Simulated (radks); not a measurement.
Results of a calculation; reference values are marked as such.
The mean radii <r> (bohr) of the occupied orbitals of an atom or ion are listed with their occupations. Level of theory: Dirac Kohn-Sham, BLYP, spin-unpolarised, spherical densities, finite nucleus; Fermi nuclear charge, rms radius of each element as measured or else 0.836 A^(1/3) + 0.57 fm (a radial shooting solver on a logarithmic mesh with Libxc functionals).

orbital  occ.      <r>
1s1/2       2  0.03428
2s1/2       2   0.1493
2p1/2       2   0.1271
2p3/2       4   0.1318
3s1/2       2   0.4153
3p1/2       2   0.4092
3p3/2       4   0.4198
3d3/2       4   0.3971
3d5/2       6   0.4006
4s1/2       2    1.057
4p1/2       2    1.152
4p3/2       4    1.182
4d3/2       4    1.718
4d5/2       1    1.742
5s1/2       2    3.312

Name the element and its charge. Open shells, if any, fill j = l - 1/2 first.

Answer. Z = 43, technetium, charge 0: Tc in [Kr] 4d5 5s2. The 1s radius gives Z: for a bare nucleus <r> = (2 gamma + 1)/(2Z) with gamma = sqrt(1 - (Z/c)^2), 0.03371 bohr for Z = 43, and screening makes it slightly larger (0.03428 here). The occupations add up to 43, and the charge is Z minus that.
